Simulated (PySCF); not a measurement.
## Heteronuclear NMR

Cartesian coordinates in Å; atom numbers follow the order of the lines, from 1:
```xyz
18

C    -1.4886    1.3426    1.1618
C    -1.2412    0.2279    0.4886
C    -2.0176   -0.1130   -0.7476
Si    0.1050   -0.9896    1.0141
C     1.4508   -1.0629   -0.3306
Si    2.2286    0.6071   -0.7940
H    -2.2516    2.0446    0.8566
H    -0.9393    1.6031    2.0509
H    -1.3480   -0.1784   -1.6048
H    -2.7802    0.6354   -0.9577
H    -2.5007   -1.0829   -0.6324
H     0.6861   -0.5625    2.2917
H    -0.4937   -2.3261    1.1783
H     2.2385   -1.7369    0.0060
H     1.0317   -1.5197   -1.2279
H     3.2549    0.3967   -1.8222
H     2.8506    1.2114    0.3855
H     1.2058    1.5095   -1.3281
```

[PySCF: shielding tensors at PBE0/pcSseg-1 (GIAO); geometry: GFN2-xTB; relativity neglected; rapidly exchanging positions averaged; isolated molecule; one computed conformer]

Q: Where does 29Si resonate?

A: 
| atoms | environment | σ (ppm) | δ (ppm) |
| --- | --- | --- | --- |
| Si4 | silicon bonded to 2 C, 2 H | 386.2 | -37.5 |
| Si6 | silicon bonded to C, 3 H | 424.9 | -69.3 |

Shieldings were converted by a linear fit to measured shifts: 29Si (scatter 8.9 ppm rms, 25.8 ppm with the 6 outliers that the fit left out vs TMS, solution or neat liquid). Occasional misses reach two or three times the rms, and more in compound classes unlike the fitted ones.

On a 500 MHz spectrometer 29Si resonates near 99.3 MHz, so 1 ppm is 99.3 Hz.
